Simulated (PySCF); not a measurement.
ditellurium (Te2), triplet, at a GFN2-xTB geometry (core potentials on Te), with bond 2-1 at 2.0 times its length; B3LYP/def2-SVP (PySCF).

Here is a job for PySCF.
```python
from pyscf import gto, scf, dft

mol = gto.M(
    atom='''
Te   -0.000000   -0.000000   -1.300999
Te    0.000000    0.000000    3.902997
''',
    basis='def2-svp',
    ecp={'Te': 'def2-svp'},
    charge=0,
    spin=2,
    verbose=4,
)

mf = dft.UKS(mol)
mf.xc = 'b3lyp'
mf.level_shift = 0.3
mf.max_cycle = 100
mf.kernel()
mf.analyze()
```

The log (banner, timings and long lists left out):

```
PySCF version 2.14.0

[INPUT] verbose = 4
[INPUT] num. atoms = 2
[INPUT] num. electrons = 48
[INPUT] charge = 0
[INPUT] spin (= nelec alpha-beta = 2S) = 2
[INPUT] symmetry False subgroup None
[INPUT] Mole.unit = angstrom
[INPUT] Symbol           X                Y                Z      unit          X                Y                Z       unit  Magmom
[INPUT]  1 Te     0.000000000000   0.000000000000  -1.300999000000 AA    0.000000000000   0.000000000000  -2.458531798333 Bohr   0.0
[INPUT]  2 Te     0.000000000000   0.000000000000   3.902997000000 AA    0.000000000000   0.000000000000   7.375595394999 Bohr   0.0

nuclear repulsion = 58.5715426164663
number of shells = 20
number of NR pGTOs = 122
number of NR cGTOs = 52
basis = def2-svp
ecp = {'Te': 'def2-svp'}

******** <class 'pyscf.dft.uks.UKS'> ********
method = UKS
initial guess = minao
damping factor = 0
level_shift factor = 0.3
DIIS = <class 'pyscf.scf.diis.CDIIS'>
diis_start_cycle = 1
diis_space = 8
diis_damp = 0
SCF conv_tol = 1e-09
SCF conv_tol_grad = None
SCF max_cycles = 100
direct_scf = True
direct_scf_tol = 1e-13
number electrons alpha = 25  beta = 23
XC library pyscf.dft.libxc version 7.1.2
    S. Lehtola, C. Steigemann, M. J. T. Oliveira, and M. A. L. Marques,  SoftwareX 7, 1–5 (2018)
XC functionals = b3lyp
    P. J. Stephens, F. J. Devlin, C. F. Chabalowski, and M. J. Frisch,  J. Phys. Chem. 98, 11623 (1994)
radial grids:
    Treutler-Ahlrichs [JCP 102, 346 (1995); DOI:10.1063/1.469408] (M4) radial grids

becke partition: Becke, JCP 88, 2547 (1988); DOI:10.1063/1.454033
pruning grids: <function nwchem_prune>
grids dens level: 3
symmetrized grids: False
atomic radii adjust function: <function treutler_atomic_radii_adjust>
small_rho_cutoff = 0
Set gradient conv threshold to 3.16228e-05
tot grids = 43920
init E= -480.681099225422

cycle= 1 E= -534.942020865525  delta_E= -54.3  |g|= 1.86  |ddm|= 7.02
cycle= 2 E= -536.005815499507  delta_E= -1.06  |g|= 0.583  |ddm|= 3.44
cycle= 3 E= -536.067706034268  delta_E= -0.0619  |g|= 0.0893  |ddm|= 0.287
cycle= 4 E= -536.071489988635  delta_E= -0.00378  |g|= 0.00927  |ddm|= 0.163
cycle= 5 E= -536.071547278568  delta_E= -5.73e-05  |g|= 0.00213  |ddm|= 0.0271
cycle= 6 E= -536.071551866882  delta_E= -4.59e-06  |g|= 0.000696  |ddm|= 0.00786
cycle= 7 E= -536.071552352128  delta_E= -4.85e-07  |g|= 0.000204  |ddm|= 0.00232
cycle= 8 E= -536.071552403216  delta_E= -5.11e-08  |g|= 6.92e-05  |ddm|= 0.000697
cycle= 9 E= -536.071552410169  delta_E= -6.95e-09  |g|= 2.46e-05  |ddm|= 0.000235
cycle= 10 E= -536.071552411132  delta_E= -9.63e-10  |g|= 8.47e-06  |ddm|= 7.85e-05
Extra cycle  E= -536.071552411268  delta_E= -1.36e-10  |g|= 3.97e-06  |ddm|= 3.75e-05
converged SCF energy = -536.071552411268  <S^2> = 2.0021194  2S+1 = 3.0014126
**** SCF Summaries ****
Total Energy =                        -536.071552411268271
Nuclear Repulsion Energy =              58.571542616466267
One-electron Energy =                -1050.640708339612502
Two-electron Energy =                  455.997613311877956
Two-electron Coulomb Energy =          497.570808081532448
DFT Exchange-Correlation Energy =      -41.573194769654485
**** MO energy ****
                             alpha | beta                alpha | beta
MO #1   energy= -6.2925715067215   | -6.28905952343173  occ= 1 | 1
MO #2   energy= -6.29257110638868  | -6.28905873484575  occ= 1 | 1
MO #3   energy= -4.42808866145461  | -4.42679583323934  occ= 1 | 1
MO #4   energy= -4.42808846905738  | -4.4267954183149   occ= 1 | 1
MO #5   energy= -4.42011435714464  | -4.41556396935907  occ= 1 | 1
MO #6   energy= -4.42011435714463  | -4.41556396935906  occ= 1 | 1
MO #7   energy= -4.42011426340595  | -4.41556377178043  occ= 1 | 1
MO #8   energy= -4.42011426340595  | -4.41556377178043  occ= 1 | 1
MO #9   energy= -1.62303327487623  | -1.62048337653064  occ= 1 | 1
MO #10  energy= -1.62300223389518  | -1.62044812793528  occ= 1 | 1
MO #11  energy= -1.62075791941848  | -1.6173539184219   occ= 1 | 1
MO #12  energy= -1.62075791941848  | -1.61735391842189  occ= 1 | 1
MO #13  energy= -1.62074646878079  | -1.61732635836471  occ= 1 | 1
MO #14  energy= -1.62074646878078  | -1.6173263583647   occ= 1 | 1
MO #15  energy= -1.61387213266145  | -1.60808925401303  occ= 1 | 1
MO #16  energy= -1.6138720742485   | -1.60808576811117  occ= 1 | 1
MO #17  energy= -1.61386844802338  | -1.60807235165335  occ= 1 | 1
MO #18  energy= -1.61386838960579  | -1.60806886631741  occ= 1 | 1
MO #19  energy= -0.621698129591266 | -0.591105931926093 occ= 1 | 1
MO #20  energy= -0.620365467677843 | -0.588983955865338 occ= 1 | 1
MO #21  energy= -0.259046799197009 | -0.237408414740243 occ= 1 | 1
MO #22  energy= -0.259046799196994 | -0.211884581812823 occ= 1 | 1
MO #23  energy= -0.257581319328916 | -0.211884581812819 occ= 1 | 1
MO #24  energy= -0.25758131932891  | -0.203899426201029 occ= 1 | 0
MO #25  energy= -0.247686245612135 | -0.190405086977109 occ= 1 | 0
MO #26  energy= -0.215038830238813 | -0.190405086977107 occ= 0 | 0
MO #27  energy= 0.175162414013711  | 0.183776780679579  occ= 0 | 0
MO #28  energy= 0.205258770929569  | 0.215525639145838  occ= 0 | 0
MO #29  energy= 0.282856249563594  | 0.288775197187925  occ= 0 | 0
MO #30  energy= 0.313692359718146  | 0.32875428401627   occ= 0 | 0
MO #31  energy= 0.313692359718148  | 0.328754284016276  occ= 0 | 0
MO #32  energy= 0.324434575340365  | 0.337670991090089  occ= 0 | 0
MO #33  energy= 0.326513694544573  | 0.342894785889759  occ= 0 | 0

spin_pop of  0 Te 4s       -0.00001
spin_pop of  0 Te 5s        0.00035
spin_pop of  0 Te 6s       -0.00017
spin_pop of  0 Te 7s        0.00004
spin_pop of  0 Te 4px       0.00000
spin_pop of  0 Te 4py       0.00723
spin_pop of  0 Te 4pz       0.00723
spin_pop of  0 Te 5px       0.00034
spin_pop of  0 Te 5py       0.00109
spin_pop of  0 Te 5pz       0.00109
spin_pop of  0 Te 6px       0.00129
spin_pop of  0 Te 6py       0.49168
spin_pop of  0 Te 6pz       0.49168
spin_pop of  0 Te 7px      -0.00159
spin_pop of  0 Te 7py       0.00000
spin_pop of  0 Te 7pz       0.00000
spin_pop of  0 Te 4dxy     -0.00138
spin_pop of  0 Te 4dyz     -0.00109
spin_pop of  0 Te 4dz^2    -0.00138
spin_pop of  0 Te 4dxz     -0.00232
spin_pop of  0 Te 4dx2-y2    0.00014
spin_pop of  0 Te 5dxy      0.00138
spin_pop of  0 Te 5dyz      0.00085
spin_pop of  0 Te 5dz^2     0.00138
spin_pop of  0 Te 5dxz      0.00232
spin_pop of  0 Te 5dx2-y2   -0.00014
spin_pop of  1 Te 4s       -0.00001
spin_pop of  1 Te 5s        0.00035
spin_pop of  1 Te 6s       -0.00017
spin_pop of  1 Te 7s        0.00004
spin_pop of  1 Te 4px       0.00000
spin_pop of  1 Te 4py       0.00723
spin_pop of  1 Te 4pz       0.00723
spin_pop of  1 Te 5px       0.00034
spin_pop of  1 Te 5py       0.00109
spin_pop of  1 Te 5pz       0.00109
spin_pop of  1 Te 6px       0.00129
spin_pop of  1 Te 6py       0.49168
spin_pop of  1 Te 6pz       0.49168
spin_pop of  1 Te 7px      -0.00159
spin_pop of  1 Te 7py       0.00000
spin_pop of  1 Te 7pz       0.00000
spin_pop of  1 Te 4dxy     -0.00138
spin_pop of  1 Te 4dyz     -0.00109
spin_pop of  1 Te 4dz^2    -0.00138
spin_pop of  1 Te 4dxz     -0.00232
spin_pop of  1 Te 4dx2-y2    0.00014
spin_pop of  1 Te 5dxy      0.00138
spin_pop of  1 Te 5dyz      0.00085
spin_pop of  1 Te 5dz^2     0.00138
spin_pop of  1 Te 5dxz      0.00232
spin_pop of  1 Te 5dx2-y2   -0.00014
In total            25.00000 | 23.00000
Dipole moment(X, Y, Z, Debye):  0.00000, -0.00000,  0.00003
```
